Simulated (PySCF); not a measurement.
Cartesian coordinates in Å; atom numbers follow the order of the lines, from 1:
```xyz
7

Mg   -0.010   -0.014   -0.605
C     0.035    0.050    1.469
H     0.810    0.744    1.836
H     0.252   -0.940    1.905
H    -0.928    0.387    1.888
C    -0.059   -0.083   -2.666
N    -0.101   -0.143   -3.827
```

Theoretical values (PySCF): shielding tensors at PBE0/pcSseg-1 (GIAO), PBE0-D3(BJ)/def2-SVP structure. No solvent, no relativistic terms, one conformer, fast rotation and ring inversion assumed for equivalent nuclei.

Referencing at the same level of theory: 13C, 1H against TMS; NH3 for 15N.

```json
{"atoms": "C6", "nucleus": "13C", "count": "1", "Hirshfeld charge": "-0.20", "δ (ppm)": "130.5"}
{"atoms": "N7", "nucleus": "15N", "count": "1", "Hirshfeld charge": "-0.24", "δ (ppm)": "376.3"}
{"atoms": "C2", "nucleus": "13C", "count": "1", "Hirshfeld charge": "-0.33", "δ (ppm)": "?"}
{"atoms": "H3/H4/H5", "nucleus": "1H", "count": "3", "Hirshfeld charge": "0.02", "δ (ppm)": "?"}
```

Task: Complete the table.

Result: 
- C2: -24.1 ppm, carbon bonded to Mg, 3 H
- H3/H4/H5: -0.75 ppm, hydrogen on a carbon bonded to Mg

Shifts are as computed. Against solution values, carbons near 30 ppm lie about +2 ppm off and those near 130 ppm about +5 ppm. Of 1211 compounds with measured shifts, 218 miss one by over three times the rms of a fit or turn the order of signals round; such compounds aren't used in these exercises. Experimental scales use liquid or dissolved standards, which lie at an offset from isolated NH3 (liquid NH3: subtract about 20 ppm). Unscaled 15N shifts of sp2 nitrogen come out 20 to 40 ppm too high even then.
